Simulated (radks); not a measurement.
Problem. Species: La+. Configuration: [Xe] 5d2. All-electron calculation, scalar-relativistic Kohn-Sham, PBE, spin-unpolarised, spherical densities, point nucleus. Program: a radial shooting solver on a logarithmic mesh with Libxc functionals. Some entries of the table are withheld. Estimate them.

| orbital | occ. | eigenvalue (eV) | <1/r> (bohr^-1) | <r^2> (bohr^2) |
|---|---|---|---|---|
| 1s | 2 | -38756.38 | 62.02 | 0.0008536 |
| 2s | 2 | -6172.681 | 14.28 | 0.01362 |
| 2p | 6 | -5532.491 | 13.55 | 0.01084 |
| 3s | 2 | (1) | 5.171 | 0.09291 |
| 3p | 6 | -1118.778 | (2) | 0.09296 |
| 3d | 10 | -825.1971 | 4.647 | 0.07971 |
| 4s | 2 | -270.1781 | 2.150 | 0.4826 |
| 4p | 6 | -203.7158 | 1.984 | (3) |
| 4d | 10 | -107.5561 | 1.724 | 0.6829 |
| 5s | 2 | -42.7113 | 0.8461 | 2.744 |
| 5p | 6 | -26.3210 | 0.7197 | (4) |
| 5d | 2 | -7.1696 | 0.4498 | 9.916 |

Solution. 
(1) 3s eigenvalue (eV): -1323.179
(2) 3p <1/r> (bohr^-1): 4.901
(3) 4p <r^2> (bohr^2): 0.5458
(4) 5p <r^2> (bohr^2): 3.732
